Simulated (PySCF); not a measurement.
# Correlation energy of Se⁺ (selenium, charge +1)

[Ar] 3d10 4s2 4p3, high-spin 4S determinant. Calculation: PySCF 2.14, in Sapporo-DKH3-DZP-2012 (6s5p3d1f, 43 functions); the spin-free X2C one-electron Hamiltonian (Gaussian nucleus). Frozen: [Ar] 3d10; 5 electrons correlated.

MP2 pair energies summed by pair of shells (mhartree):

| pair | energy | share (%) |
| --- | --- | --- |
| 4s-4p | -38.32 | 65.5 |
| 4p-4p | -14.03 | 24.0 |
| 4s-4s | -6.18 | 10.6 |

Total MP2 correlation energy: -58.53 mhartree.

Same-spin part -15.92 and opposite-spin part -42.61 mhartree; SCS-MP2 scales them by 1/3 and 6/5 to -56.44 mhartree.

```csv
level,correlation energy (mhartree)
CCSD,-73.17
(T),-0.83
CCSD(T),-74.00
```

Diagnostics: T1 = 0.0013, D1 = 0.0029, largest double amplitude 0.060.

Cost of the coupled-cluster step: 0.36 s of wall time on 1 thread of Intel(R) Xeon(R) Platinum 8488C (shared host), for 5 correlated electrons.
